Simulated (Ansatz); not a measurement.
Relaxation of Cl$_{2}$H$_{4}$SSi (8 atoms, charge 0, multiplicity 1), to a largest force component of 0.03 eV/Å in at most 50 steps.

Level of theory: Ansatz 0.2.0, RKS BHLYP-D4/def2-SVP.

```xyz
8
Properties=species:S:1:pos:R:3
Si -0.115 -0.185 -0.121
H -0.027 -0.094 1.337
Cl 1.772 -0.392 -0.915
Cl -1.103 1.446 -0.875
H -0.862 -1.372 -0.571
S 1.446 2.339 1.487
H 2.609 1.687 1.586
H 0.781 1.366 2.190
```

Q: Where does it end, and by what steps?

A: The forces met the threshold. The force dipped under the threshold on the way, but the program's further checks kept it going. After 41 steps the energy has fallen by 0.241 eV; H7 moved furthest, 1.80 Å.

| step | energy less start (eV) | largest force component (eV/Å) | accepted |
| --- | --- | --- | --- |
| 0 | 0.0000 | 0.853 | yes |
| 2 | -0.1517 | 0.130 | yes |
| 4 | -0.1703 | 0.344 | yes |
| 6 | -0.1912 | 0.039 | yes |
| 8 | -0.1950 | 0.017 | yes |
| 10 | -0.1977 | 0.084 | yes |
| 12 | -0.2012 | 0.206 | yes |
| 14 | -0.2106 | 0.177 | yes |
| 16 | -0.2150 | 0.146 | yes |
| 18 | -0.2190 | 0.068 | yes |
| 20 | -0.2206 | 0.067 | yes |
| 22 | -0.2228 | 0.090 | yes |
| 24 | -0.2236 | 0.276 | yes |
| 26 | -0.2275 | 0.035 | yes |
| 28 | -0.2234 | 0.461 | no |
| 30 | -0.2305 | 0.011 | yes |
| 32 | -0.2316 | 0.052 | yes |
| 34 | -0.2336 | 0.132 | yes |
| 36 | -0.2346 | 0.052 | yes |
| 38 | -0.2374 | 0.140 | yes |
| 40 | -0.2377 | 0.383 | no |
| 41 | -0.2407 | 0.028 | yes |

```xyz
8
Properties=species:S:1:pos:R:3
Si -0.170 -0.370 -0.155
H -0.768 -0.257 1.178
Cl 1.824 -0.852 0.021
Cl -0.351 1.420 -1.152
H -0.809 -1.407 -0.977
S 1.281 2.219 2.251
H 1.236 2.693 0.998
H 2.257 1.349 1.955
```

Whether the end is a true minimum wasn't checked by a vibrational analysis.

Run time: 95 s on 2 threads of Arm Neoverse V1 (shared host), peak memory 0.2 GiB.
